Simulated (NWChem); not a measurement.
System: BeHOCl; SMILES [OH][Be][Cl]

Input file for NWChem:

```
start job
memory heap 200 mb stack 900 mb global 1100 mb
geometry units angstroms noautoz
  Be     0.045545     0.633275     0.000001
  Cl    -0.080788    -1.179817    -0.000000
  O      0.202873     2.033792     0.000000
  H     -0.431979     2.742103    -0.000001
end
basis spherical
  Be library 6-31g*
  Cl library 6-31g*
  O library 6-31g*
  H library 6-31g*
end
dft
  xc xwpbe 1.00 cpbe96 1.0 hfexch 1.00
  cam 0.4 cam_alpha 0.0 cam_beta 1.0
  iterations 150
  vectors input atomic output neutral.movecs
end
task dft energy
charge 1
dft
  odft
  mult 2
  vectors input atomic output cation.movecs
end
task dft energy
```

Excerpt of the output:

```
             Northwest Computational Chemistry Package (NWChem) 7.3.0
             --------------------------------------------------------

 CS  symmetry detected

                             Geometry "geometry" -> ""
                             -------------------------

 Output coordinates in angstroms (scale by  1.889725989 to convert to a.u.)

  No.       Tag          Charge          X              Y              Z
 ---- ---------------- ---------- -------------- -------------- --------------
    1 Be                   4.0000     0.00371211     0.58541645     0.00000000
    2 Cl                  17.0000     0.00731407    -1.23206798     0.00000000
    3 O                    8.0000     0.06051944     1.99359716     0.00000000
    4 H                    1.0000    -0.62334306     2.65471259     0.00000000

 Effective nuclear repulsion energy (a.u.)      61.8365747303

      Symmetry information
      --------------------

 Group name             Cs
 Group number              2
 Group order               2
 No. of unique centers     4

  pbe96 is a nonlocal functional; adding pw91lda local functional.

                                 NWChem DFT Module
                                 -----------------

 Summary of "ao basis" -> "ao basis" (spherical)
 ------------------------------------------------------------------------------
       Tag                 Description            Shells   Functions and Types
 ---------------- ------------------------------  ------  ---------------------
 Be                          6-31g*                  6       14   3s2p1d
 Cl                          6-31g*                  8       18   4s3p1d
 O                           6-31g*                  6       14   3s2p1d
 H                           6-31g*                  2        2   2s

      Symmetry analysis of basis
      --------------------------

        a'         35
        a"         13

            General Information
            -------------------
          SCF calculation type: DFT
          Wavefunction type:  closed shell.
          No. of atoms     :     4
          No. of electrons :    30
           Alpha electrons :    15
            Beta electrons :    15
          Charge           :     0
          Spin multiplicity:     1
          Use of symmetry is: on ; symmetry adaption is: on
          Maximum number of iterations: 150
          AO basis - number of functions:    48
                     number of shells:    22
          Convergence on energy requested:  1.00D-06
          Convergence on density requested:  1.00D-05
          Convergence on gradient requested:  5.00D-04

              XC Information
              --------------
                     Hartree-Fock (Exact) Exchange  1.000
                     LC-wPBE(h)Exchange Functional  1.000
            Perdew 1991 LDA Correlation Functional  1.000 local
           PerdewBurkeErnz. Correlation Functional  1.000 non-local

           Range-Separation Parameters
           ---------------------------
           Alpha           :  0.00
           Beta            :  1.00
           Gamma           :  0.40
           Short-Range HF  :     F

             Grid Information
             ----------------
          Grid used for XC integration:  medium
          Radial quadrature: Mura-Knowles
          Angular quadrature: Lebedev.
          Tag              B.-S. Rad. Rad. Pts. Rad. Cut. Ang. Pts.
          ---              ---------- --------- --------- ---------
          Be                  1.05       49           7.0       434
          Cl                  1.00       88          10.0       590
          O                   0.60       49           9.0       434
          H                   0.35       45          10.0       434
          Grid pruning is: on
          Number of quadrature shells:   231
          Spatial weights used:  Erf1

      Superposition of Atomic Density Guess
      -------------------------------------

 Sum of atomic energies:        -549.26993152

      Non-variational initial energy
      ------------------------------

 Total energy =    -549.881091
 1-e energy   =    -879.997011
 2-e energy   =     268.279345
 HOMO         =      -0.462815
 LUMO         =      -0.002585

      Symmetry analysis of molecular orbitals - initial
      -------------------------------------------------

  Numbering of irreducible representations:

     1 a'          2 a"

  Orbital symmetries:

     1 a'          2 a'          3 a'          4 a'          5 a'
     6 a"          7 a'          8 a'          9 a'         10 a'
    11 a'         12 a'         13 a"         14 a'         15 a"
    16 a'         17 a'         18 a"         19 a'         20 a'
    21 a'         22 a"         23 a'         24 a'         25 a"

   convergence    iter        energy       DeltaE   RMS-Dens  Diis-err
 ---------------- ----- ----------------- --------- --------- ---------
 d= 0,ls=0.0,diis     1   -550.5809630407 -6.12D+02  1.47D-02  6.84D-01
 d= 0,ls=0.0,diis     2   -550.6069383170 -2.60D-02  6.21D-03  5.24D-01
 d= 0,ls=0.0,diis     3   -550.6526492961 -4.57D-02  1.40D-03  1.00D-02
 d= 0,ls=0.0,diis     4   -550.6538986159 -1.25D-03  4.31D-04  3.81D-04
 d= 0,ls=0.0,diis     5   -550.6539797653 -8.11D-05  1.86D-04  3.30D-05
  Resetting Diis
 d= 0,ls=0.0,diis     6   -550.6539896343 -9.87D-06  4.24D-05  1.37D-06
 d= 0,ls=0.0,diis     7   -550.6539901259 -4.92D-07  8.27D-06  5.88D-08

         Total DFT energy =     -550.653990125869
      One electron energy =     -882.764113794591
           Coulomb energy =      310.252090022220
    Exchange-Corr. energy =      -39.978541083777
 Nuclear repulsion energy =       61.836574730279

 Numeric. integr. density =       30.000000090771

                  Occupations of the irreducible representations
                  ----------------------------------------------

                     irrep           alpha         beta
                     --------     --------     --------
                     a'               12.0         12.0
                     a"                3.0          3.0

                       DFT Final Molecular Orbital Analysis
                       ------------------------------------

 Vector   13  Occ=2.000000D+00  E=-4.685551D-01  Symmetry=a"
              MO Center=  3.2D-02,  1.0D+00, -2.5D-16, r^2= 2.7D+00
   Bfn.  Coefficient  Atom+Function         Bfn.  Coefficient  Atom+Function
  ----- ------------  ---------------      ----- ------------  ---------------
    37      0.499875  3 O  pz                23      0.373448  2 Cl pz
    41      0.360790  3 O  pz                27      0.169262  2 Cl pz
     5      0.168323  1 Be pz                19     -0.146423  2 Cl pz
     9      0.079381  1 Be pz

 Vector   14  Occ=2.000000D+00  E=-4.420737D-01  Symmetry=a'
              MO Center=  2.9D-02, -8.0D-01, -2.0D-16, r^2= 2.2D+00
   Bfn.  Coefficient  Atom+Function         Bfn.  Coefficient  Atom+Function
  ----- ------------  ---------------      ----- ------------  ---------------
    21      0.674349  2 Cl px                25      0.367281  2 Cl px
    17     -0.265419  2 Cl px                35     -0.185103  3 O  px
    39     -0.134752  3 O  px                36     -0.104714  3 O  py
    40     -0.074604  3 O  py                38     -0.070211  3 O  s
     3      0.059170  1 Be px                 4      0.041325  1 Be py

 Vector   15  Occ=2.000000D+00  E=-4.360437D-01  Symmetry=a"
              MO Center=  1.9D-02, -2.5D-01,  2.0D-16, r^2= 3.1D+00
   Bfn.  Coefficient  Atom+Function         Bfn.  Coefficient  Atom+Function
  ----- ------------  ---------------      ----- ------------  ---------------
    23      0.605268  2 Cl pz                37     -0.349776  3 O  pz
    27      0.341324  2 Cl pz                41     -0.262831  3 O  pz
    19     -0.238351  2 Cl pz                11     -0.045401  1 Be d -1

 Vector   16  Occ=0.000000D+00  E= 1.040737D-01  Symmetry=a'
              MO Center= -3.7D-01,  7.0D-01,  4.1D-15, r^2= 4.0D+00
   Bfn.  Coefficient  Atom+Function         Bfn.  Coefficient  Atom+Function
  ----- ------------  ---------------      ----- ------------  ---------------
     6      1.603427  1 Be s                 24     -0.608581  2 Cl s
    38     -0.601371  3 O  s                 26     -0.466667  2 Cl py
    48      0.337143  4 H  s                 22     -0.217014  2 Cl py
     8     -0.200915  1 Be py                20     -0.186520  2 Cl s
    39      0.154665  3 O  px                 7     -0.152247  1 Be px

 Vector   17  Occ=0.000000D+00  E= 1.218464D-01  Symmetry=a'
              MO Center=  2.1D-01,  5.8D-01, -2.0D-15, r^2= 3.4D+00
   Bfn.  Coefficient  Atom+Function         Bfn.  Coefficient  Atom+Function
  ----- ------------  ---------------      ----- ------------  ---------------
     7      0.810022  1 Be px                 3      0.399475  1 Be px
    48      0.343320  4 H  s                 25     -0.301690  2 Cl px
    38     -0.244339  3 O  s                 21     -0.222466  2 Cl px
     8     -0.184884  1 Be py                 6      0.179035  1 Be s
    24     -0.170196  2 Cl s                 39     -0.161437  3 O  px

 Vector   18  Occ=0.000000D+00  E= 1.349079D-01  Symmetry=a"
              MO Center= -5.1D-04,  5.5D-01, -6.9D-15, r^2= 3.5D+00
   Bfn.  Coefficient  Atom+Function         Bfn.  Coefficient  Atom+Function
  ----- ------------  ---------------      ----- ------------  ---------------
     9      0.850014  1 Be pz                 5      0.375495  1 Be pz
    41     -0.310351  3 O  pz                27     -0.301983  2 Cl pz
    37     -0.241502  3 O  pz                23     -0.225717  2 Cl pz
    19      0.084273  2 Cl pz                29      0.070378  2 Cl d -1
    11     -0.034466  1 Be d -1

     Multipole analysis of the density
     ---------------------------------

     L   x y z        total         alpha         beta         nuclear
     -   - - -        -----         -----         ----         -------
     0   0 0 0     -0.000000    -15.000000    -15.000000     30.000000

     1   1 0 0     -0.512702     -0.256351     -0.256351      0.000000
     1   0 1 0      0.831629      0.415815      0.415815     -0.000000
     1   0 0 1     -0.000000     -0.000000     -0.000000      0.000000

     2   2 0 0    -16.153452     -8.824546     -8.824546      1.495640
     2   1 1 0     -2.870846      0.053867      0.053867     -2.978580
     2   1 0 1     -0.000000     -0.000000     -0.000000      0.000000
     2   0 2 0    -16.672072   -126.216228   -126.216228    235.760384
     2   0 1 1      0.000000      0.000000      0.000000      0.000000
     2   0 0 2    -17.037284     -8.518642     -8.518642      0.000000

                                 NWChem DFT Module
                                 -----------------

      Symmetry analysis of basis
      --------------------------

        a'         35
        a"         13

            General Information
            -------------------
          SCF calculation type: DFT
          Wavefunction type:  spin polarized.
          No. of atoms     :     4
          No. of electrons :    29
           Alpha electrons :    15
            Beta electrons :    14
          Charge           :     1
          Spin multiplicity:     2
          Use of symmetry is: on ; symmetry adaption is: on
          Maximum number of iterations: 150
          This is a Direct SCF calculation.
          AO basis - number of functions:    48
                     number of shells:    22
          Convergence on energy requested:  1.00D-06
          Convergence on density requested:  1.00D-05
          Convergence on gradient requested:  5.00D-04

              XC Information
              --------------
                     Hartree-Fock (Exact) Exchange  1.000
                     LC-wPBE(h)Exchange Functional  1.000
            Perdew 1991 LDA Correlation Functional  1.000 local
           PerdewBurkeErnz. Correlation Functional  1.000 non-local

           Range-Separation Parameters
           ---------------------------
           Alpha           :  0.00
           Beta            :  1.00
           Gamma           :  0.40
           Short-Range HF  :     F

             Grid Information
             ----------------
          Grid used for XC integration:  medium
          Radial quadrature: Mura-Knowles
          Angular quadrature: Lebedev.
          Tag              B.-S. Rad. Rad. Pts. Rad. Cut. Ang. Pts.
          ---              ---------- --------- --------- ---------
          Be                  1.05       49           7.0       434
          Cl                  1.00       88          10.0       590
          O                   0.60       49           9.0       434
          H                   0.35       45          10.0       434
          Grid pruning is: on
          Number of quadrature shells:   231
          Spatial weights used:  Erf1

      Superposition of Atomic Density Guess
      -------------------------------------

 Sum of atomic energies:        -549.26993152

 Renormalizing density from      30.00 to     29

      Non-variational initial energy
      ------------------------------

 Total energy =    -538.135059
 1-e energy   =    -850.663777
 2-e energy   =     250.692143
 HOMO         =      -0.856562
 LUMO         =      -0.293131

   Symmetry analysis of molecular orbitals - initial alpha
   -------------------------------------------------------

  Numbering of irreducible representations:

     1 a'          2 a"

  Orbital symmetries:

     1 a'          2 a'          3 a'          4 a'          5 a'
     6 a"          7 a'          8 a'          9 a'         10 a'
    11 a'         12 a'         13 a"         14 a'         15 a"
    16 a'         17 a'         18 a"         19 a'         20 a'
    21 a'         22 a"         23 a'         24 a'         25 a"

   Symmetry analysis of molecular orbitals - initial beta
   ------------------------------------------------------

  Numbering of irreducible representations:

     1 a'          2 a"

  Orbital symmetries:

     1 a'          2 a'          3 a'          4 a'          5 a'
     6 a"          7 a'          8 a'          9 a'         10 a'
    11 a'         12 a'         13 a"         14 a'         15 a"
    16 a'         17 a'         18 a"         19 a'         20 a'
    21 a'         22 a"         23 a'         24 a'         25 a"

[...]
```

Level: LC-wPBE (HJS exchange hole, range parameter 0.4 per bohr)/6-31G* (spherical d), vertical spin-unrestricted ions. The geometry was optimised at PBE0-D3(BJ)/def2-TZVP.
